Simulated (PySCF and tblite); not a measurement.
The numbers below are computed, except where a source is named.
# Rearrangement: stationary points, barriers and rates

System: C5H2N3O2 (charge -1), numbered as in [CH:1]#[C:2][c:3]1[n:4][n-:5][c:6]([C:7](=[O:8])[OH:9])[n:10]1.

Motion: shift of H on O9 from O9 to O8. The path came from a restrained scan, a climbing-image band and a saddle search at GFN2-xTB; energies are CAM-B3LYP/pcSseg-1 + D3(BJ)//B3LYP-D3(BJ)/def2-SVP, thermal terms GFN2-xTB. Rate constants are transition-state-theory values, counting equivalent paths, without tunnelling. (PySCF 2.14 with density fitting, tblite 0.8.)

| point | symmetry | E(GFN2) kcal/mol | E(DFT) kcal/mol | ZPE change kcal/mol | lowest mode cm⁻¹ |
| --- | --- | --- | --- | --- | --- |
| start | Cs | 0.0 | 0.0 | 0.00 | 52 |
| saddle | Cs | 28.5 | 29.6 | -2.95 | 1701i |
| end | Cs | 0.0 | 0.1 | 0.00 | 54 |

```json
{
 "Electronic barrier": "29.6 kcal/mol",
 "Barrier with zero-point energy": "26.6 kcal/mol",
 "ΔH‡ (298 K)": "26.5 kcal/mol",
 "ΔS‡ (298 K, symmetry apart)": "-0.9 cal/(mol K)",
 "Paths": "1 equivalent path",
 "End point": "a different minimum",
 "Cost": "6.1 min on 1 thread of Arm Neoverse V1 (shared host) (rough), peak memory 0.9 GiB, launched as `OMP_NUM_THREADS=1 python ens_run.py task.json out`"
}
```

| T/K | ΔG‡ kcal/mol | k s⁻¹ | ΔG kcal/mol | k back s⁻¹ |
| --- | --- | --- | --- | --- |
| 500 | 27.0 | 17 | 0.1 | 17 |

ΔG and ΔG‡ leave out symmetry numbers and mirror images; rates count paths: 1 out, 1 back.

Tunnelling of the moving H, left out here, will speed the real process. In real samples such hydrogens mostly exchange between molecules or through solvent, far faster than by this path. The ion is treated without a counter-ion.
